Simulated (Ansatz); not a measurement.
Basis-set extrapolation for C$_{2}$H$_{9}$AlFN (`[CH3][Al-]([CH3])([NH3+])[F]`) (PBE0-D4/def2-TZVP geometry, frozen core, Ansatz 0.2.0). Multiplicity 1, RHF reference.

|  | def2-TZVPP | def2-QZVPP |
| --- | --- | --- |
| HF | -477.027027 | -477.045968 |
| MP2 correlation | -0.930164 | -1.000192 |
| CCSD(T) correlation | -1.008113 | not run |

Energies in hartree. Use E(X) = E(∞) + A·exp(−7.88·√X) for Hartree–Fock and E(X) = E(∞) + B·X^(−2.97) for correlation, with X = 3 and 4, and add CCSD(T) minus MP2 of the smaller set to the MP2 limit.

**Question.** What is the CCSD(T) energy at the basis-set limit?

**Answer.** HF limit: -477.045968 + (-0.018941) × 0.13774 = -477.04858. MP2 limit: -1.000192 + (-0.070028) × 0.74074 = -1.05206. Higher-order term: -1.008113 − (-0.930164) = -0.07795. Total: -478.17859 hartree, 3.90 eV below CCSD(T)/def2-TZVPP.
